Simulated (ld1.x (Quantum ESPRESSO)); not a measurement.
Which setting gave this result? (Au (Z = 79), RRKJ)

Base potential:

```json
{
  "Element": "Au",
  "Generator": "ld1.x (Quantum ESPRESSO) 7.5",
  "Type": "norm-conserving RRKJ (Kleinman–Bylander form)",
  "Functional": "PBE",
  "Relativity": "scalar-relativistic",
  "Frozen core": "[Xe] 4f14",
  "Valence charge": "11",
  "Reference configuration": "5d10 6s1 6p0",
  "Partial waves": "6s (bound): rc 2.40 bohr; 5d (bound): rc 1.65 bohr; 6p (bound, empty): rc 3.25 bohr",
  "Local potential": "the p channel",
  "Core correction": "none",
  "rho0": "0.01"
}
```

Cutoffs, loose and tight: the cutoffs (Ry, on a coarse ladder) from which the occupation-weighted sum of valence levels, in a spherical-Bessel basis at the reference potential, stays within 10 and 1 mRy of its value at 400 Ry. They do not see the model core or the augmentation charge, which bear on the density cutoff. Test errors are all-electron minus pseudo excitation energies from the reference, over the configurations 5d10 6s0 6p0; 5d9 6s0 6p0; 5d8 6s0 6p0; 5d10 6s0.5 6p0; 5d9 6s1 6p1; 5d7 6s0 6p0; 5d10 6s0 6p1; variants that change the core or the reference have their own tests.

Only the scale of all radii (base = 1) is moved (1 further runs of the sweep failed or gave no value and are left out):

```json
{"scale of all radii (base = 1)": "0.85", "cutoff, loose": "90 Ry", "cutoff, tight": "140 Ry", "bound ghosts": "none", "largest test error (meV)": "-1233", "median size of the test errors": "97.4 meV"}
{"scale of all radii (base = 1)": "0.96", "cutoff, loose": "55 Ry", "cutoff, tight": "80 Ry", "bound ghosts": "none", "largest test error (meV)": "-1245", "median size of the test errors": "94.8 meV"}
{"scale of all radii (base = 1)": "1.14", "cutoff, loose": "40 Ry", "cutoff, tight": "45 Ry", "bound ghosts": "none", "largest test error (meV)": "-1440", "median size of the test errors": "65.9 meV"}
{"scale of all radii (base = 1)": "1.19", "cutoff, loose": "40 Ry", "cutoff, tight": "45 Ry", "bound ghosts": "none", "largest test error (meV)": "-1520", "median size of the test errors": "51.1 meV"}
{"scale of all radii (base = 1)": "1.28", "cutoff, loose": "35 Ry", "cutoff, tight": "40 Ry", "bound ghosts": "none", "largest test error (meV)": "-1634", "median size of the test errors": "23.6 meV"}
{"scale of all radii (base = 1)": "1.38", "cutoff, loose": "35 Ry", "cutoff, tight": "40 Ry", "bound ghosts": "none", "largest test error (meV)": "-1704", "median size of the test errors": "9.2 meV"}
```

Q: One more run gave cutoff, loose: 40 Ry; cutoff, tight: 55 Ry; bound ghosts: none; largest test error (meV): -1305; median size of the test errors: 86.4 meV. Which value of the scale of all radii (base = 1) was used?

A: 1.03. The median size of the test errors moves one way along this sweep, from 97.4 meV at 0.85 to 9.2 meV at 1.38, which places the run between 0.96 and 1.14.
